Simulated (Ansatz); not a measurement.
Program: Ansatz. Geometries: PBE0-D4/def2-TZVP. ΔE: electronic, gas phase. CCSD(T)/CBS adds triple-zeta CCSD(T) − MP2 to the extrapolated MP2 energy (def2 sets, frozen cores). This one scheme is used for every species. Functionals use def2-TZVPP. B3LYP here is the variant with VWN-RPA as its local correlation; programs differ in this. Each species was taken in one conformer, which may not be the lowest.

Consider the ligand exchange at a B–Cl bond: `OB(S)Cl` + H₂S → `OB(S)S` + HCl.

| level | ΔE (kJ/mol) | difference from CCSD(T)/CBS |
| --- | --- | --- |
| r2SCAN-D4 | 25.3 | 0.6 |
| ωB97X-V | 26.8 | 2.1 |
| ωB97M-V | 28.2 | 3.5 |
| PBE | 24.7 | 0.0 |
| B3LYP | 29.0 | 4.3 |
| MP2/def2-TZVPP | 25.0 | 0.3 |
| CCSD/def2-TZVPP | 26.4 | 1.7 |
| MP2/def2-QZVPP | 24.9 | 0.2 |
| SCS-MP2/def2-QZVPP | 26.4 | 1.7 |
| MP2/CBS(def2) | 24.6 | -0.1 |
| CCSD(T)/CBS | 24.7 | 0 |

Largest T1 diagnostic among the species: 0.013.

In def2-TZVPP, CCSD(T) changes the Hartree–Fock value by −8.0 kJ/mol (the triples alone add −1.2 kJ/mol) and MP2 by −8.1 kJ/mol.
